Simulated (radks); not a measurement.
Results of a calculation; reference values are marked as such.
Excited configurations of neutral krypton: one electron is placed in a higher orbital outside [Ar] 3d10 4s2 4p5. The ground configuration is [Kr]. Level of theory: Dirac Kohn-Sham, PBE, spin-unpolarised, spherical densities, finite nucleus; open shells fill j = l - 1/2 first; Fermi nuclear charge, rms radius 4.1884 fm (a radial shooting solver on a logarithmic mesh with Libxc functionals). Excitation = E - E(ground); binding = E(ion) - E, where the ion is the core of charge +1; n* = 1/sqrt(2 binding) in atomic units, and the quantum defect is n - n*.

outer orbital  excitation (eV)  binding (eV)     n*  quantum defect  eigenvalue (eV)  <r> (bohr)
4d3/2                   12.144         1.913  2.667           1.333           -0.629       7.892
5s1/2                   10.054         4.004  1.843           3.157           -2.163       5.437
5p1/2                   11.470         2.588  2.293           2.707           -1.329       7.377
5d3/2                   12.803         1.255  3.293           1.707           -0.656       14.49
5f5/2                   13.432         0.626  4.663           0.337           -0.366       29.55
7s1/2                   13.013         1.045  3.608           3.392           -0.665       21.04
7d3/2                   13.506         0.552  4.966           2.034           -0.354       38.11
7f5/2                   13.718         0.340  6.328           0.672           -0.224       61.84

Estimate the row for 4f5/2.

Answer. excitation (eV) 13.149; binding (eV) 0.909; n* 3.869; quantum defect 0.131; eigenvalue (eV) -0.436; <r> (bohr) 17.44. The Delta-SCF ionisation energy is 14.058 eV (NIST Atomic Spectra Database: 14.000 eV, measured). Self-interaction in the functional shifts the binding energies and quantum defects, so they are the method's values and not measured ones. Spin polarisation and multiplet splitting are left out, so open shells lie too high by an amount that depends on their filling.

Beside tabulated values, note that spin-unpolarised runs miss the spin-polarisation part of the exchange energy of open shells.
